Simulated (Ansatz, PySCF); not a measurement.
Gas-phase reaction (SMILES): O[SiH](O)O [trihydroxysilane] + 3 [H][H] (H2) → 3 O (H2O) + [SiH4] (SiH4); energy of full hydrogenation.

Geometries: B3LYP-D3(BJ)/def2-TZVP minima from Ansatz (an electronic-structure program), one conformer each, not searched for the lowest. Cores are frozen in the correlated levels unless marked. Spin-orbit coupling is left out. Non-relativistic. CBS marks a two-point X^-3 extrapolation of the correlation energy; Hartree-Fock from the larger set. Thermal terms are rigid-rotor harmonic-oscillator values from B3LYP-D3(BJ) frequencies (Ansatz or PySCF) at 298.15 K and 1 atm. 1 Eh = 627.5095 kcal/mol.

```csv
species,"E, CCSD(T)/CBS(cc-pV(T+d)Z,cc-pV(Q+d)Z) (Ansatz) (Eh)","E, wB97X-V/def2-TZVPD (Ansatz) (Eh)",H - E (Eh)
O[SiH](O)O,-517.15896,-517.72169,0.05830
[H][H] (H2),-1.17450,-1.17238,0.01336
O (H2O),-76.37426,-76.43464,0.02495
[SiH4] (SiH4),-291.45815,-291.83995,0.03520
```

Q: Work out ΔE and ΔH at 298.15 K at the first level, then ΔH at the second.

A: 
1. ΔE = [3×(-76.37426) + (-291.45815)] - [(-517.15896) + 3×(-1.17450)] = 0.10153 Eh = 63.7 kcal/mol at CCSD(T)/CBS(cc-pV(T+d)Z,cc-pV(Q+d)Z).
2. The terms H - E add up to 0.01167 Eh, so ΔH = (0.10153 + (0.01167))×627.5095 = 71.0 kcal/mol.
3. At wB97X-V/def2-TZVPD the same steps give ΔE = 59.6 and ΔH = 66.9 kcal/mol, a shift of -4.1 from the first level.
4. These values are not checked against measurement here, since the tables used lack a sound gas-phase enthalpy of formation for at least one species.
